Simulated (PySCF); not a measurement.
B₂H₃ (calculated)

All values are calculated (PySCF 2.14.0). Calculation on a computer-drawn molecule: vertical ionisation energy to the stated ion spin, frozen-core CCSD(T) at the basis limit and cheaper methods, single-reference cases, UHF for radicals, no spin-orbit; all values are single points at the evaluated structure, the first of each entry, which is the reference or a displaced copy of it and isn't optimised; the reference structure only sets the zero of the energies above reference; triples share is (T) over the correlation energy.

Common to all runs: charge 0; multiplicity 2; ion multiplicity 1; diffuse functions no; basis cc-pVnZ; reference is the Hartree-Fock double-zeta minimum; best is HF at quadruple zeta + MP2 correlation extrapolated from triple and quadruple zeta + CCSD(T) minus MP2 at triple zeta; basis step is the size of the change from the same recipe one zeta lower.

```yaml
- entry: 1
  formula: B2H3
  evaluated_structure:
    atoms_angstrom:
      - [B, -0.018, -0.5788, 0.5979]
      - [B, -0.3981, 0.3171, 1.8849]
      - [H, 0.0286, -1.4447, -0.1749]
      - [H, -1.4888, 0.4711, 2.2314]
      - [H, 0.6214, 0.9218, 2.1438]
  reference_structure:
    atoms_angstrom:
      - [B, -0.0584, -0.6571, 0.606]
      - [B, -0.3229, 0.3559, 1.8146]
      - [H, 0.1372, -1.4049, -0.2895]
      - [H, -1.4236, 0.4655, 2.2843]
      - [H, 0.5774, 1.0145, 2.2618]
  given:
    drawn_bonds_atom: [1, 1, 2, 2]
    drawn_bonds_other_atom: [2, 3, 4, 5]
    drawn_bonds_order: [1, 1, 1, 1]
  results:
    "ionisation_energy_best [eV]": 8.686
    "ionisation_energy_basis_step [eV]": 0.01975
    "energy_above_reference_best [kcal/mol]": 6.398
    "energy_above_reference_basis_step [kcal/mol]": 0.03167
    triple_zeta_method: [HF, PBE, r2SCAN, B3LYP, wB97X, MP2, CCSD, "CCSD(T)"]
    "triple_zeta_ionisation_energy [eV]": [7.935, 8.995, 9.041, 8.867, 8.676, 8.572, 8.576, 8.639]
    "triple_zeta_energy_above_reference [kcal/mol]": [6.982, 6.614, 6.597, 6.546, 6.63, 6.462, 6.532, 6.488]
    "total_energy_HF_triple_zeta [hartree]": -51.0243
    "total_energy_CCSD(T)_triple_zeta [hartree]": -51.2440
    "total_energy_best [hartree]": -51.2677
    T1_diagnostic_at_triple_zeta: 0.01992
    D1_diagnostic_at_triple_zeta: 0.06126
    spin_squared_at_triple_zeta: 0.7597
    ion_T1_diagnostic_at_triple_zeta: 0.0121
    ion_D1_diagnostic_at_triple_zeta: 0.02943
    triples_share_at_triple_zeta: 0.03142
    basis_functions_triple_zeta: 102
    "dipole_magnitude_HF_at_triple_zeta [debye]": 1.236
    "dipole_magnitude_CCSD_unrelaxed_at_triple_zeta [debye]": 1.378
    "dipole_magnitude_PBE_at_triple_zeta [debye]": 1.332
    "dipole_magnitude_r2SCAN_at_triple_zeta [debye]": 1.341
    "dipole_magnitude_B3LYP_at_triple_zeta [debye]": 1.358
    "dipole_magnitude_wB97X_at_triple_zeta [debye]": 1.408
- entry: 2
  formula: B2H3
  evaluated_structure:
    atoms_angstrom:
      - [B, -0.0593, -0.6549, 0.6073]
      - [B, -0.4193, 0.7146, 2.2515]
      - [H, 0.1446, -1.4008, -0.28]
      - [H, -1.5205, 0.8247, 2.7126]
      - [H, 0.481, 1.376, 2.6975]
  reference_structure:
    atoms_angstrom:
      - [B, -0.0584, -0.6571, 0.606]
      - [B, -0.3229, 0.3559, 1.8146]
      - [H, 0.1372, -1.4049, -0.2895]
      - [H, -1.4236, 0.4655, 2.2843]
      - [H, 0.5774, 1.0145, 2.2618]
  given:
    drawn_bonds_atom: [1, 1, 2, 2]
    drawn_bonds_other_atom: [2, 3, 4, 5]
    drawn_bonds_order: [1, 1, 1, 1]
  results:
    "ionisation_energy_best [eV]": 7.585
    "ionisation_energy_basis_step [eV]": 0.02404
    "energy_above_reference_best [kcal/mol]": 47.0
    "energy_above_reference_basis_step [kcal/mol]": 0.7101
    triple_zeta_method: [HF, PBE, r2SCAN, B3LYP, wB97X, MP2, CCSD, "CCSD(T)"]
    "triple_zeta_ionisation_energy [eV]": [6.797, 7.969, 7.978, 7.803, 7.531, 7.379, 7.455, 7.538]
    "triple_zeta_energy_above_reference [kcal/mol]": [45.3, 46.78, 48.58, 47.58, 48.82, 48.95, 46.33, 45.89]
    "total_energy_HF_triple_zeta [hartree]": -50.9633
    "total_energy_CCSD(T)_triple_zeta [hartree]": -51.1812
    "total_energy_best [hartree]": -51.2030
    T1_diagnostic_at_triple_zeta: 0.03766
    D1_diagnostic_at_triple_zeta: 0.14
    spin_squared_at_triple_zeta: 0.7826
    ion_T1_diagnostic_at_triple_zeta: 0.009832
    ion_D1_diagnostic_at_triple_zeta: 0.01713
    triples_share_at_triple_zeta: 0.03454
    basis_functions_triple_zeta: 102
    "dipole_magnitude_HF_at_triple_zeta [debye]": 0.2841
    "dipole_magnitude_CCSD_unrelaxed_at_triple_zeta [debye]": 0.5275
    "dipole_magnitude_PBE_at_triple_zeta [debye]": 1.052
    "dipole_magnitude_r2SCAN_at_triple_zeta [debye]": 0.8382
    "dipole_magnitude_B3LYP_at_triple_zeta [debye]": 0.7723
    "dipole_magnitude_wB97X_at_triple_zeta [debye]": 0.3876
```
